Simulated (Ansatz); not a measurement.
Molecule: CF2, net charge -1, doublet state. SMILES of the parent species: F[C]F
Geometry from a B3LYP-D3(BJ)/def2-TZVP (Ansatz, a program for electronic structure) optimisation:
```xyz
3

C      0.0538    -0.0550     0.6938
F      0.5690     0.9631    -0.2019
F     -0.6048    -0.9264    -0.2606
```
Charge -1, spin multiplicity 2.

Parts of the frozen-core correlation energy in cc-pVDZ (Ansatz, hartree). Frozen orbitals: 3; correlated occupied orbitals by spin: 10 and 9; virtual: 29 and 30. Open shells are spin-unrestricted. Spin-orbit coupling is left out. No relativistic terms.

```json
[
 {"term": "reference (HF)", "value": "-236.64469"},
 {"term": "MP2 opposite-spin", "value": "-0.34899"},
 {"term": "MP2 same-spin", "value": "-0.13007"},
 {"term": "CCSD correlation", "value": "-0.49477"},
 {"term": "(T)", "value": "-0.00975"},
 {"term": "CCSDT minus CCSD(T)", "value": "-0.00074"},
 {"term": "T1 diagnostic", "value": "0.015"},
 {"term": "largest doubles amplitude", "value": "0.063"},
 {"term": "<S^2> of the reference", "value": "0.765"}
]
```
